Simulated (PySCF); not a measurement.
Vibration and rotation of GaC⁻

ROHF constants of GaC⁻, ³Π (triplet), unpaired electrons σ ↑, π ↑ (basis Ga def2-SVPD, C def2-SVPD; no relativity; PySCF 2.14; masses 68.9256 and 12.0000 u):

- ωe: 721.6 cm⁻¹
- ωexe: 4.09 cm⁻¹
- Be: 0.46688 cm⁻¹
- αe: 0.00362 cm⁻¹

Q: What force constant and bond length do these constants imply?

A: Reduced mass μred = 10.221 u; k = 5.8918×10⁻⁷·μred·ωe² (u, cm⁻¹, mdyn/Å) = 3.14 mdyn/Å; Re = √(16.8576/(μred·Be)) (u, cm⁻¹, Å) = 1.880 Å.

Q: Estimate the centrifugal constant D from the Kratzer relation and find the Dunham coefficient a1.

A: D = 4Be³/ωe² = 7.82e-07 cm⁻¹; a1 = −1 − αeωe/(6Be²) = -3.00.

Spin–orbit coupling is left out. UHF is strongly spin-contaminated for GaC⁻, so the ROHF reference used there is far from stable. Hartree–Fock leaves out correlation, which carries a large part of most bond energies and some tenths to 1 eV of ionisation energies. The state was picked by a PBE0 search and need not be the measured ground state.
